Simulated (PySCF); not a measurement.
**Heteronuclear NMR**

Atoms are numbered as in `[CH2:1]=[N:2][C:3](=[CH2:4])[O:5][SiH2:6][NH:7][SiH3:8]`. Hydrogens are named by the atom that carries them. Ha(C1) is cis to C3; Ha(C4) is cis to N2; Hb(C1) is trans to C3; Hb(C4) is trans to N2.

PySCF 2.14.0 with density-fitted response routines calculation with coordinates at the GFN2-xTB level and σ from GIAO-PBE0/pcSseg-1; no solvent model, non-relativistic Hamiltonian, averaged over atoms made equivalent by symmetry, fast rotation or ring inversion, a single conformation.

Q: Where does 29Si resonate?

A: 
| atoms | environment | σ (ppm) | δ (ppm) |
| --- | --- | --- | --- |
| Si6 | silicon bonded to N, O, 2 H | 378.2 | -30.9 |
| Si8 | silicon bonded to N, 3 H | 411.6 | -58.3 |

Shieldings were converted by a linear fit to measured shifts: 29Si (scatter 8.9 ppm rms, 25.8 ppm with the 6 outliers that the fit left out vs TMS, solution or neat liquid). Occasional misses reach two or three times the rms, and more in compound classes unlike the fitted ones.

On a 600 MHz spectrometer 29Si resonates near 119.2 MHz, so 1 ppm is 119.2 Hz.

Q: Predict the 15N NMR data.

A: 
```tsv
atoms	environment	σ (ppm)	δ (ppm)
N2	imine nitrogen	-124.8	-33.1
N7	nitrogen bonded to 2 Si, H	265.4	-392.6
```

Shieldings were converted by a linear fit to measured shifts: 15N: δ = -148.07 − 0.921σ (rms 6.3 ppm, 71 shifts vs CH3NO2, solution or neat liquid). A few per cent of atoms miss by over 2 rms, more outside the fitted compound classes.

On a 400 MHz spectrometer 15N resonates near 40.5 MHz, so 1 ppm is 40.5 Hz.

Q: Where does 17O resonate?

A: 
```tsv
atoms	environment	σ (ppm)	δ (ppm)
O5	oxygen bonded to C, Si	213.8	72.0
```

Shieldings were converted by a linear fit to measured shifts: 17O (scatter 10.7 ppm rms, 12.2 ppm with the 3 outliers that the fit left out vs liquid water, solution or neat liquid). Occasional misses reach two or three times the rms, and more in compound classes unlike the fitted ones.

On a 600 MHz spectrometer 17O resonates near 81.3 MHz, so 1 ppm is 81.3 Hz.
